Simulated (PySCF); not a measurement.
## Computed properties of InF, SMILES [F][In]

InF, SMILES [In][F] (connectivity only; charge and spin as stated), neutral, multiplicity 1. Coordinates come from a r2SCAN-D4/def2-TZVP optimisation. The def2 effective core potentials stand for the cores of In; spin–orbit coupling is left out. One conformer was computed; it need not be the lowest. All values are computed for the isolated molecule unless a solvent is named; none is compared with measurement here.

**Structure.** The optimised structure has C∞v symmetry. All 1 harmonic modes at r2SCAN-D4/def2-TZVP (PySCF) are real, so it is a minimum.

**Vibrations.** The strongest infrared lines (harmonic, unscaled, degenerate partners summed) lie at 533 cm⁻¹ (112 km/mol, F 86 %, In 14 %). The softest mode is at 533 cm⁻¹ and the zero-point energy is 0.8 kcal/mol.

**Electronic structure.** r2SCAN/def2-TZVPD (PySCF) places the frontier levels at -6.79 and -2.04 eV, a gap of 4.75 eV, and gives a dipole moment of 3.12 D and a mean polarisability of 41.0 bohr³. PBE/def2-TZVPD (PySCF) at the same geometry gives -6.53 and -2.26 eV, so its gap is 0.48 eV narrower. An orbital gap is neither the optical nor the fundamental gap.

**Excitations.** TDDFT-M06-2X/def2-TZVPD (PySCF) has S1 at 5.15 eV (241 nm, f = 0.544, bright); the most intense of the 10 singlets computed lies at 5.15 eV (f = 0.54). Strengths of degenerate partners are summed. T1 (TDA) is at 3.63 eV. TDDFT-PBE/def2-TZVPD (PySCF) puts S1 at 4.81 eV. No vertical singlet excitation falls in the visible range (under 3.1 eV).
